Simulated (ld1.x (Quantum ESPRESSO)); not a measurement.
## Before and after: TM potential for oxygen (O)

ld1.x (Quantum ESPRESSO) 7.5 input, shortened:

```
&input
   title='O', zed=8., rel=1, dft='PZ', iswitch=3,
   config='[He] 2s1 2p5 3d-2'
 /
 &inputp
   pseudotype=2, tm=.true., lloc=0,
   nlcc=.false.
 /
3
2P  2  1   5.00   0.00  2.00  2.00  0.0
3D  3  2  -2.00   0.50  1.70  1.70  0.0
2S  1  0   1.00   0.00  0.75  0.75  0.0
 &test
   configts(1)='2s1 2p5'
 /
```

Change: core correction a·sin(br)/r model core inside 0.58 bohr.

Cutoffs: the cutoffs (Ry, on a coarse ladder) from which the occupation-weighted sum of valence levels, in a spherical-Bessel basis at the reference potential, stays within 10 and 1 mRy of its value at 400 Ry; they do not see the model core or the augmentation charge, which bear on the density cutoff. Errors are all-electron minus pseudo energies relative to the spin-unpolarised reference configuration.

Question: How do hardness, ghosts and transferability respond?

Answer: The potential gets neither clearly harder nor softer (70 Ry and 180 Ry → 70 Ry and 180 Ry); of the 9 tests that both files solve, the error grows in 0 and shrinks in 2 by more than 15 % and 0.3 meV (median size 73.8 → 36.3 meV); neither file shows a bound ghost. A model core, the more so a compact one, raises the density cutoff, which this test does not measure.

| quantity | base | changed |
| --- | --- | --- |
| cutoff, loose | 70 Ry | 70 Ry |
| cutoff, tight | 180 Ry | 180 Ry |
| bound ghosts | none | none |
| error for 2s2 2p4, meV [ΔE -14.58 eV] | +3.8 | +2.5 |
| error for 2s2 2p3, meV [ΔE 2.00 eV] | +252 | +250 |
| error for 2s2 2p2, meV [ΔE 35.71 eV] | +1079 | +1075 |
| error for 2s2 2p0, meV [ΔE 166.63 eV] | +7694 | +7641 |
| error for 2s2 2p4.3, meV [ΔE -16.76 eV] | -24 | -25 |
| error for 2s1 2p4, meV [ΔE 16.84 eV] | +37 | +36 |
| error for 2s2 2p1, meV [ΔE 89.67 eV] | +3213 | +3198 |
| error for 2s1 2p5 (spin-polarised), meV [ΔE -1.56 eV] | +74 | +35 |
| error for 2s2 2p4 (spin-polarised), meV [ΔE -15.99 eV] | +12 | -13 |
| s: phases at 2.20 bohr within 0.05 rad from the reference energy up to (Ry; the scan ends near 5) | to the end of the scan | to the end of the scan |
| p: phases at 2.20 bohr within 0.05 rad from the reference energy up to (Ry; the scan ends near 5) | 1.4 | 1.4 |
| d: phases at 2.20 bohr within 0.05 rad from the reference energy up to (Ry; the scan ends near 5) | to the end of the scan | to the end of the scan |
